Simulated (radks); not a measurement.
Q: These are the eigenvalues of the occupied orbitals of an atom or ion with whole-number occupations (eV). Method: scalar-relativistic Kohn-Sham, PBE, spin-polarised, spherical densities, finite nucleus; Fermi nuclear charge, rms radius of each element as measured or else 0.836 A^(1/3) + 0.57 fm; computed with a radial shooting solver on a logarithmic mesh with Libxc functionals.

| orbital | eigenvalue |
|---|---|
| 1s | -6226.244 |
| 2s | -994.9902 |
| 2p | -891.2332 |
| 3s | -341.4447 |

Which element is it, and in what charge state? The configuration may be excited. Open shells, if any, are filled with parallel spins first.

A: Z = 24, chromium, charge +12: Cr12+ in [Ne] 3s2. The list shows which subshells hold electrons but not how many an open one holds; the 1s level, -228.81 hartree, gives Z - s = 21.4 by -(Z - s)^2/2, which with screening and relativity narrows Z to a few neighbours, and the depths of the outer levels then fix element, charge and occupations together.
